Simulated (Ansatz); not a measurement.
# Energy profile

The step: SnNH₅O ([NH2][SnH2][OH]) → SnH₂O ([O][SnH2]) + NH₃ (still joined by a long Sn–N bond); bonds formed: N2–H4; bonds broken: O3–H4; bonds weakened to dative contacts: Sn1–N2 (atoms numbered as in the saddle structure below).

```
8
angstrom
Sn -1.0203 0.3579 0.2894
N 1.0246 -0.3430 -0.0914
O -0.8543 0.1492 -1.5824
H 0.4430 -0.2372 -1.1181
H -0.9158 1.8863 1.0537
H -1.7973 -0.8062 1.2756
H 1.3038 -1.2862 0.1511
H 1.8162 0.2790 0.0220
```

Electronic energies by CCSD(T) at an estimated basis limit (MP2 extrapolated from triple and quadruple zeta, plus CCSD(T) − MP2 in triple zeta), on PBE0-D4/def2-TZVP structures; SnNH5O, closed shell; no counterpoise correction. Program: Ansatz 0.2.0. Basis: def2-TZVPP and def2-QZVPP. Cores are frozen in the correlated methods. Filled d shells of the heavier atoms are correlated. Core potentials replace the inner electrons of the atoms past krypton. The def2 sets are not built for correlating such inner shells, so the correlated values are less sure here. Extrapolation: Hartree–Fock as exp(−7.88 √X), correlation as X^−2.97.

Q: Give the profile in eV, counted from the start structure. (An estimate is asked for; the value comes from the calculation.)

A: Computed:
| point | eV |
| --- | --- |
| start structure | 0.000 |
| saddle | 1.678 |
| end structure | 1.398 |
| separated: SnH2O (linked as [O][SnH2]; Sn1, O3, H5, H6; singlet) + NH3 (N2, H4, H7, H8; singlet) | 2.399 |

The T1 diagnostic stays at or below 0.030. The T1 diagnostic is large here, which may signal multireference character or strong orbital relaxation, so CCSD(T) is less sure. The start structure is not quite a true minimum (one mode of 89i cm⁻¹).

For scale, one of the runs: CCSD(T)/def2-TZVPP, 182 basis functions, launched by `ansatz run in.yaml --threads 4 --pin off --events-out ev --progress --plain --max-ram 9574MiB`. The run took 65 s on 4 CPU threads of an Intel Xeon (shared host), with 2.1 GiB of host memory at its peak.
